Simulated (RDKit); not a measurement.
Job for RDKit: UFF on CH4ClF (a complex), monomers drawn apart or pushed together.

```python
from rdkit import Chem
from rdkit.Chem import AllChem, rdDetermineBonds

blocks = [
'''2

Cl    0.16520819    0.05211868   -0.13614396
H     0.21537761    0.50856112    1.07035412
''',
'''5

C    -0.46761929   -0.55108959    3.33478300
F     0.07177976    0.62908965    2.80265495
H     0.24877846   -0.96043086    4.04549195
H    -1.40460438   -0.30196971    3.83069251
H    -0.63944424   -1.24908527    2.51625461
''',
]
mol = None
for b in blocks:
    f = Chem.MolFromXYZBlock(b)
    rdDetermineBonds.DetermineBonds(f, charge=0)
    mol = f if mol is None else Chem.CombineMols(mol, f)
Chem.SanitizeMol(mol)
print(Chem.MolToSmiles(Chem.RemoveHs(mol)))
ff = AllChem.UFFGetMoleculeForceField(mol, vdwThresh=100.0, ignoreInterfragInteractions=False)
e = ff.CalcEnergy()
print(f'UFF energy {e:.6f} kcal/mol')
```

It printed:

```
CF.Cl
UFF energy 50.394239 kcal/mol
```

The run finished.

Cost: roughly 0.010 core-seconds.
